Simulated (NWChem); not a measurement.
System: CHClF$_{2}$; SMILES C(F)(Cl)F

Computed with NWChem. Pople sets run with spherical d functions. The geometry was optimised at B3LYP/6-31G* (spherical d). Level: PBE/6-31G* with COSMO at NWChem's default radii, gas-phase geometry; rows give the dielectric constant.

```json
[
 {"dielectric constant": "2.4", "electrostatic solvation energy (kcal/mol)": "-1.2", "dipole in solution (D)": "1.61"},
 {"dielectric constant": "3.9", "electrostatic solvation energy (kcal/mol)": "-1.6", "dipole in solution (D)": "1.67"},
 {"dielectric constant": "11.7", "electrostatic solvation energy (kcal/mol)": "-2.0", "dipole in solution (D)": "1.74"},
 {"dielectric constant": "46.7", "electrostatic solvation energy (kcal/mol)": "-2.2", "dipole in solution (D)": "1.77"},
 {"dielectric constant": "78.4", "electrostatic solvation energy (kcal/mol)": "-2.2", "dipole in solution (D)": "1.77"}
]
```
